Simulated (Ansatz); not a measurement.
`FC(Cl)C[SiH3]`. Total charge 0; spin multiplicity 1. All single points use the PBE0-D4/def2-TZVP geometry. It is one conformer, not always the lowest.

```xyz
11

F     0.814   -0.509    1.739
C     0.591    0.639    1.034
Cl    1.973    1.735    1.317
C     0.413    0.330   -0.424
Si   -0.984   -0.899   -0.763
H    -0.273    1.138    1.474
H     0.196    1.261   -0.955
H     1.351   -0.062   -0.828
H    -0.627   -2.262   -0.303
H    -2.218   -0.450   -0.064
H    -1.236   -0.922   -2.227
```

What is the dipole moment at ωB97M-V/def2-TZVPP? (Best estimate.)

Ansatz gave: 1.89 D, with components (-1.22, 0.36, -1.41) D in this frame, pointing from negative to positive charge.

And with PBE, r2SCAN, B3LYP? (Estimate.)

Ansatz gave: PBE 1.78 D, r2SCAN 1.90 D, B3LYP 1.90 D.

Give the Mulliken charges with ωB97M-V, B3LYP, PBE in def2-TZVPP. (Best estimate.)

Ansatz gave: 
| atom | ωB97M-V | B3LYP | PBE |
| --- | --- | --- | --- |
| F1 | -0.19 | -0.21 | -0.16 |
| C2 | 0.10 | 0.17 | 0.13 |
| Cl3 | -0.10 | -0.14 | -0.13 |
| C4 | -0.31 | -0.23 | -0.21 |
| Si5 | 0.17 | 0.27 | 0.19 |
| H6 | 0.14 | 0.12 | 0.11 |
| H7 | 0.12 | 0.09 | 0.10 |
| H8 | 0.13 | 0.10 | 0.10 |
| H9 | -0.01 | -0.05 | -0.04 |
| H10 | -0.03 | -0.07 | -0.05 |
| H11 | -0.02 | -0.06 | -0.05 |

B3LYP here is the variant with VWN-RPA as its local correlation; programs differ in this.
